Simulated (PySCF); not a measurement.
C8H5FOS, SMILES Fc1ccsc1-c1ccco1. Coordinates come from a B3LYP-D3(BJ)/def2-SVP optimisation. This is a generated structure with no PubChem entry under its InChIKey; it may be hypothetical. One conformer was computed; it need not be the lowest.

Computed equilibrium geometry at B3LYP-D3(BJ)/def2-SVP (PySCF confirms it by a frequency run) as a Z-matrix (one conformer of several):
```
C
C 1 1.3825
F 2 1.3324 1 123.56
C 2 1.4228 3 121.70 1 179.98
C 4 1.3700 2 111.65 3 -179.98
H 5 1.0883 4 128.11 2 179.99
H 4 1.0897 5 125.19 6 0.00
C 1 1.4431 2 129.52 3 0.00
O 8 1.3624 1 117.90 2 -0.43
C 9 1.3571 8 107.81 1 180.00
C 10 1.3670 9 110.31 8 0.01
C 8 1.3776 9 109.44 10 0.00
H 10 1.0863 9 116.02 8 -179.99
H 11 1.0875 10 126.64 13 0.00
H 12 1.0876 8 126.21 9 179.98
S 5 1.7317 6 119.76 4 -179.99
```
